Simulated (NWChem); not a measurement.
System: CH5F2NSi; SMILES N[SiH2]C(F)F

Input file for NWChem:

```
start job
memory heap 200 mb stack 900 mb global 1100 mb
geometry units angstroms noautosym nocenter noautoz
  N     -0.636275     1.985112     0.198579
  Si     0.578115     0.818766    -0.181053
  C     -0.075466    -0.885298     0.407799
  F     -1.244656    -1.153714    -0.246553
  F      0.813066    -1.866632     0.098752
  H     -0.380724     2.951776     0.362285
  H     -1.552427     1.919505    -0.231698
  H      0.920258     0.636283    -1.627624
  H      1.810344     1.173205     0.580813
  H     -0.284634    -0.945273     1.492671
end
basis spherical
  N library def2-svp
  Si library def2-svp
  C library def2-svp
  F library def2-svp
  H library def2-svp
end
dft
  xc m06-2x
  iterations 150
end
cosmo
  do_cosmo_smd true
  solvent toluene
end
task dft energy
```

Output (shortened):

```
             Northwest Computational Chemistry Package (NWChem) 7.3.0
             --------------------------------------------------------

                             Geometry "geometry" -> ""
                             -------------------------

 Output coordinates in angstroms (scale by  1.889725989 to convert to a.u.)

  No.       Tag          Charge          X              Y              Z
 ---- ---------------- ---------- -------------- -------------- --------------
    1 N                    7.0000    -0.63627500     1.98511200     0.19857900
    2 Si                  14.0000     0.57811500     0.81876600    -0.18105300
    3 C                    6.0000    -0.07546600    -0.88529800     0.40779900
    4 F                    9.0000    -1.24465600    -1.15371400    -0.24655300
    5 F                    9.0000     0.81306600    -1.86663200     0.09875200
    6 H                    1.0000    -0.38072400     2.95177600     0.36228500
    7 H                    1.0000    -1.55242700     1.91950500    -0.23169800
    8 H                    1.0000     0.92025800     0.63628300    -1.62762400
    9 H                    1.0000     1.81034400     1.17320500     0.58081300
   10 H                    1.0000    -0.28463400    -0.94527300     1.49267100

 Effective nuclear repulsion energy (a.u.)     244.1979560418

                                 NWChem DFT Module
                                 -----------------

 Summary of "ao basis" -> "ao basis" (spherical)
 ------------------------------------------------------------------------------
       Tag                 Description            Shells   Functions and Types
 ---------------- ------------------------------  ------  ---------------------
 N                          def2-svp                 6       14   3s2p1d
 Si                         def2-svp                 8       18   4s3p1d
 C                          def2-svp                 6       14   3s2p1d
 F                          def2-svp                 6       14   3s2p1d
 H                          def2-svp                 3        5   2s1p

 in cosmo_initialize ...
 calling solv_data for solv:toluene

 solvent parameters
 solvname_short: toluene
 solvname_long:  toluene
 dielec:        2.3741
 dielecinf:     2.2383
 nonaqueous SMD model solvent descriptors
 dielec:        2.3741
 sola:          0.0000
 solb:          0.1400
 solc:          0.8570
 solg:         40.2000
 solh:          0.0000
 soln:          1.4961

          ---------------
          -cosmo- solvent
          ---------------
 Cosmo: York-Karplus, doi: 10.1021/jp992097l
 dielectric constant -eps-     =   2.37
 screen = (eps-1)/(eps    )    =   0.57879
 surface charge correction     = lagrangian

   van der Waals surface
 --------------------------

[...]

                                COSMO-SMD solvation results
                                ---------------------------

             internal energy in gas <Psi(g)|H|Psi(g)> =      -584.603039197290
         internal energy in solvent <Psi(s)|H|Psi(s)> =      -584.602711849328
                               delta internal energy  =         0.000327347962 (    0.21 kcal/mol)
   total free energy in solvent <Psi(s)|H+V/2|Psi(s)> =      -584.608367895501
 polarization energy contribution <Psi(s)|V/2|Psi(s)> =        -0.005656046173 (   -3.55 kcal/mol)
    total free energy in solvent including G(SMD-CDS) =      -584.606622011007
                       G(SMD-CDS) energy contribution =         0.001745884494 (    1.10 kcal/mol)
     1 M fixed-concentration free energy of solvation =        -0.003582813717 (   -2.25 kcal/mol)

                       DFT Final Molecular Orbital Analysis
                       ------------------------------------

 Vector   23  Occ=2.000000D+00  E=-4.091257D-01
              MO Center=  9.1D-01,  1.0D+00, -1.1D-01, r^2= 2.7D+00
   Bfn.  Coefficient  Atom+Function         Bfn.  Coefficient  Atom+Function
  ----- ------------  ---------------      ----- ------------  ---------------
    90      0.331633   9 H  s                85     -0.247441   8 H  s
    24      0.241566   2 Si pz               27      0.193164   2 Si pz
    91      0.184705   9 H  s                22      0.147602   2 Si px
     4      0.136290   1 N  px               21     -0.135961   2 Si pz
     6     -0.132477   1 N  pz               86     -0.125209   8 H  s

 Vector   24  Occ=2.000000D+00  E=-3.657562D-01
              MO Center=  3.2D-02, -8.9D-02,  2.3D-01, r^2= 3.2D+00
   Bfn.  Coefficient  Atom+Function         Bfn.  Coefficient  Atom+Function
  ----- ------------  ---------------      ----- ------------  ---------------
    37      0.247798   3 C  py               23     -0.231851   2 Si py
     6     -0.221728   1 N  pz               95     -0.218200  10 H  s
    38     -0.212417   3 C  pz               51      0.191439   4 F  py
    65      0.179677   5 F  py               66     -0.171610   5 F  pz
     9      0.170318   1 N  pz               35      0.164143   3 C  s

 Vector   25  Occ=2.000000D+00  E=-3.214622D-01
              MO Center= -2.7D-01,  1.3D+00,  6.0D-03, r^2= 2.8D+00
   Bfn.  Coefficient  Atom+Function         Bfn.  Coefficient  Atom+Function
  ----- ------------  ---------------      ----- ------------  ---------------
     6      0.443365   1 N  pz                9     -0.390157   1 N  pz
    85     -0.203108   8 H  s                86     -0.197357   8 H  s
    35      0.187230   3 C  s                37      0.168156   3 C  py
     5     -0.134826   1 N  py                4     -0.109330   1 N  px
     8      0.109181   1 N  py                7      0.101396   1 N  px

 Vector   26  Occ=0.000000D+00  E= 6.329015D-02
              MO Center=  2.2D-01,  1.2D+00, -1.5D-01, r^2= 4.8D+00
   Bfn.  Coefficient  Atom+Function         Bfn.  Coefficient  Atom+Function
  ----- ------------  ---------------      ----- ------------  ---------------
     3      1.205266   1 N  s                26     -0.809082   2 Si py
    25      0.635445   2 Si px               76     -0.479758   6 H  s
    81     -0.393425   7 H  s                91     -0.287594   9 H  s
    35     -0.272869   3 C  s                40     -0.204031   3 C  py
     2      0.160122   1 N  s                 9     -0.154284   1 N  pz

 Vector   27  Occ=0.000000D+00  E= 9.026881D-02
              MO Center=  4.5D-01,  6.5D-01, -1.3D-01, r^2= 4.6D+00
   Bfn.  Coefficient  Atom+Function         Bfn.  Coefficient  Atom+Function
  ----- ------------  ---------------      ----- ------------  ---------------
    35      1.313063   3 C  s                26      1.168007   2 Si py
    25      1.008018   2 Si px               91     -0.861255   9 H  s
    96     -0.626413  10 H  s                40      0.581954   3 C  py
    18     -0.424238   2 Si s                76     -0.295556   6 H  s
     3      0.245210   1 N  s                37      0.161317   3 C  py

 Vector   28  Occ=0.000000D+00  E= 1.192832D-01
              MO Center=  4.5D-01,  6.4D-01,  1.8D-02, r^2= 4.3D+00
   Bfn.  Coefficient  Atom+Function         Bfn.  Coefficient  Atom+Function
  ----- ------------  ---------------      ----- ------------  ---------------
    27      1.445043   2 Si pz               86      1.307932   8 H  s
    35     -0.727540   3 C  s                 3     -0.552316   1 N  s
    91     -0.424303   9 H  s                25     -0.352798   2 Si px
    81      0.351177   7 H  s                49      0.316464   4 F  s
    39      0.305734   3 C  px               17     -0.303241   2 Si s

     Multipole analysis of the density
     ---------------------------------

     L   x y z        total         alpha         beta         nuclear
     -   - - -        -----         -----         ----         -------
     0   0 0 0     -0.000000    -25.000000    -25.000000     50.000000

     1   1 0 0     -0.163091      0.092880      0.092880     -0.348851
     1   0 1 0      1.223641      1.935477      1.935477     -2.647313
     1   0 0 1      0.278162     -0.379028     -0.379028      1.036218

     2   2 0 0    -27.557533    -74.843163    -74.843163    122.128793
     2   1 1 0     -0.835586      6.143264      6.143264    -13.122115
     2   1 0 1      0.436047     -0.318615     -0.318615      1.073276
     2   0 2 0    -25.136204   -191.269729   -191.269729    357.403254
     2   0 1 1     -1.441777      2.353064      2.353064     -6.147906
     2   0 0 2    -27.096158    -27.416532    -27.416532     27.736906
```

Level: M06-2X/def2-SVP, SMD on the gas-phase geometry. Geometry: optimised at PBE0/def2-SVP. Solvent: toluene.
